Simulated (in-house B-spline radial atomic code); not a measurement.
**The germanium ion Ge⁵⁺: [Ar] 3d9**

All numbers are computed (non-relativistic RPBE, spin-polarised, spherical fractional occupations; point nucleus) with an all-electron radial atomic-structure program (B-spline basis), not measured.

Z_r = [3n² - l(l+1)]/(2<r>); Z_e = n√(-2ε); the last column is Slater's effective charge. Values are occupation-weighted means over spin.

```csv
shell,electrons,ε (eV),<r> (bohr),Z_r,Z_e,Slater
1s,2,-10883,0.04785,31.35,28.28,31.70
2s,2,-1416.2,0.2138,28.07,20.40,27.85
2p,6,-1269.2,0.1852,26.99,19.32,27.85
3s,2,-239.01,0.6285,21.48,12.57,20.75
3p,6,-190.1,0.6412,19.50,11.21,20.75
3d,9,-104.91,0.6811,15.42,8.33,11.20
```

The least bound orbital is 3d down at -104.1 eV, and it is also the most diffuse (<r> = 0.683 bohr).
